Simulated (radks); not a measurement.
Question: Isoelectronic series with 53 electrons, all held in the configuration [Kr] 4d10 5s2 5p5, which need not be the ground one along the series. Calculated with a radial shooting solver on a logarithmic mesh with Libxc functionals: scalar-relativistic Kohn-Sham, r2SCAN, spin-polarised, spherical densities, finite nucleus; open shells are filled with parallel spins first (spin-orbit coupling, left out, can overturn this in heavy ions); meta-GGA in the generalised Kohn-Sham scheme; Fermi nuclear charge, rms radius of each element as measured or else 0.836 A^(1/3) + 0.57 fm. Total energies (hartree) and mean radii <r> (bohr):

ion,E (hartree),5p down,5p up,5s down
I,-7117.11998,2.477,2.450,1.985
Xe+,-7447.56349,2.190,2.176,1.840
Cs2+,-7786.6389,1.988,1.980,1.717
Ba3+,-8134.3709,1.834,1.828,1.613
La4+,-8490.7999,1.709,1.705,1.524
Ce5+,-8855.9659,1.604,1.601,1.445
Pr6+,-9229.9177,1.515,1.512,1.376
Nd7+,-9612.7038,1.437,1.435,1.313
Pm8+,-10004.3732,1.368,1.366,1.257
Eu10+,-10814.5939,1.251,1.250,1.159
Gd11+,-11233.2807,1.201,1.200,1.117
Tb12+,-11661.1465,1.155,1.154,1.077
Dy13+,-12098.1310,1.113,1.112,1.040

Estimate the row of Sm9+.

Answer: E (hartree) -10404.9710; 5p down 1.307; 5p up 1.305; 5s down 1.206.
